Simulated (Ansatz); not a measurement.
A run for Ansatz (a program for electronic structure): R-CCSD(T)/cc-pVTZ on GaH5N2O (SMILES [NH2][Ga]([NH2])[OH]), a point of a torsion scan. The run froze 17 orbitals, filled d shells among them.

Ansatz 0.2 input:
```yaml
crystal:
  periodic: [false, false, false]
  atoms:
    - {symbol: N, position_ang: [1.11698776, -1.12336307, 0.32133168]}
    - {symbol: Ga, position_ang: [0.39383325, -0.19746770, -1.10182634]}
    - {symbol: N, position_ang: [1.20105540, 1.20821070, -1.95475554]}
    - {symbol: O, position_ang: [-1.24907579, -0.46817207, -1.60604154]}
    - {symbol: H, position_ang: [2.11251850, -1.30627606, 0.31257098]}
    - {symbol: H, position_ang: [0.64395090, -1.98267703, 0.58329133]}
    - {symbol: H, position_ang: [2.20609884, 1.19851708, -2.08392350]}
    - {symbol: H, position_ang: [0.75672909, 1.47448701, -2.82727805]}
    - {symbol: H, position_ang: [-1.89805532, -1.01611940, -1.17089818]}
basis:
  gaussian:
    orbitals: cc-pVTZ
magnetization: {spin_polarized: false}
correlation: {method: ccsd_t, electrons: outside_noble_gas}
scf: {lower_state_search: off}
```

Output:

```
WARN ansatz: RAYON_NUM_THREADS=1 ignored (pool sized by the plan → 1); use --threads N
Functional definition: HF
these checks for a lower state are left out or cut short: stability, starts, cluster_reference, orbital_swaps, neighbouring_geometries, increment
integrals: 0.84 GiB planned
1209 factors; integrals over basis functions are off by at most 9.9e-4 eV
mean field: 0.65 GiB planned
mean field evaluation 1: about -57413.0096 eV, gradient 5.7e1 eV
mean field evaluation 2: about -57413.0946 eV, gradient 5.7e1 eV
mean field evaluation 4: about -57418.9250 eV, gradient 3.2e0 eV
mean field evaluation 8: about -57418.9682 eV, gradient 2.9e-1 eV
mean field -57418.96854369 eV, -2110.1081740058 hartree, gradient 1.1e-6 eV, S^2 0.000000; 0 other end points of the search recorded, 0 dependent functions left out
17 core orbitals not correlated, not the lowest: weight in the atoms' cores, before any rotation towards them, 0.832 or more for the frozen orbitals, at most 0.154 for the correlated occupied ones
reference -57418.96854369 eV, -2110.1081740058 hartree; 12, 12 occupied and 174, 174 virtual orbitals, 1209 factors
second order -20.67273809 eV of doubles, -0.00000000 eV of singles
coupled cluster: 1.14 GiB planned
cycle   1  -20.61527224 eV  change    5.7e-2 eV  update   9.0e-2
cycle   2  -21.04292468 eV  change   -4.3e-1 eV  update   2.6e-2
cycle   3  -21.15301971 eV  change   -1.1e-1 eV  update   1.4e-2
cycle   4  -21.14217841 eV  change    1.1e-2 eV  update   3.4e-3
cycle   5  -21.14099990 eV  change    1.2e-3 eV  update   1.6e-3
cycle   6  -21.14148435 eV  change   -4.8e-4 eV  update   4.8e-4
cycle   7  -21.14110561 eV  change    3.8e-4 eV  update   1.7e-4
cycle   8  -21.14103559 eV  change    7.0e-5 eV  update   6.1e-5
cycle   9  -21.14104928 eV  change   -1.4e-5 eV  update   2.5e-5
perturbative correction -0.78250968 eV, -0.0287567003 hartree
Total energy: -57440.89210265 eV, -2110.9138499372 hartree
Checks for a lower state left out: stability, starts, cluster_reference, orbital_swaps, neighbouring_geometries, increment
```

The calculation finished and met its thresholds.

Cost: around 100 core-seconds (rough).
